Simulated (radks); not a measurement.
Spherical jellium clusters: N electrons in a uniform positive sphere of charge N and radius rs N^(1/3), rs = 2.44 bohr. Calculated with a radial shooting solver with Libxc functionals: non-relativistic Kohn-Sham, LDA (Slater exchange, Perdew-Wang correlation), spin-polarised, spherical densities. Levels are named by radial order and angular momentum (1s, 1p, 1d, 2s, ...), and open shells are averaged over m.

N = 21, configuration 1s2 1p6 1d10 2s2 1f(up 1, down 0). This is the lowest configuration that the search found. Occupied and some empty levels:

level    occupation  eigenvalue (eV)  <r> (bohr)
1s up             1          -9.5206       4.146
1s down           1          -9.4605       4.115
1p up             3          -7.4710       5.025
1p down           3          -7.3807       5.006
1d up             5          -5.0069       5.738
1d down           5          -4.8991       5.731
2s up             1          -4.1420       5.222
2s down           1          -4.0742       5.235
1f up             1          -2.3079       6.530
1f down           0          -2.1951       6.541
2p up             0          -1.6895       7.214
2p down           0          -1.6259       7.256
2d up             0         -0.10178       11.58
2d down           0        -0.067083       11.90

Energy (eV): total -23.1039, kinetic 85.756, external -2068.3, Hartree 1003.3, exchange-correlation -113.40, background 1069.6.

Electron density:

r (bohr)  n(r) (e/bohr^3)
0.226             0.02112
0.794             0.02013
1.36              0.01848
1.93              0.01688
2.50              0.01598
3.06              0.01602
3.63              0.01663
4.20              0.01704
4.77              0.01640
5.34              0.01430
5.90              0.01104
6.47             0.007485
7.04             0.004526
7.61             0.002533
8.17             0.001354
8.74            0.0007007
9.31            0.0003558
9.88            0.0001784
10.4           0.00008844
11.0           0.00004431
